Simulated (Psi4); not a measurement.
F2In, doublet, geometry from GFN2-xTB (such geometries of metal compounds can be far from the true shape) (the spin is typed, not shown lowest) (core potentials on In), with bond 2-1 at 3.0 times its length.

Input for Psi4:
```
memory 2 GB

molecule {
0 2
  In    0.21583697    0.08578411    0.06613032
  F    -2.74694440    3.45658567   -4.48394745
  F    -0.40335556   -1.67643143    1.09051942
}

set basis def2-svp
set reference uhf
set stability_analysis check
set scf_type pk

energy('scf')
print_variables()
```

### Question
What is the computed number of basis functions (HF/def2-SVP (Psi4))?

### Answer
54

### Question
What is the computed dipole moment (HF/def2-SVP)?

### Answer
4.06 D

These values belong to the state on which the SCF converged, which isn't shown to be the lowest.
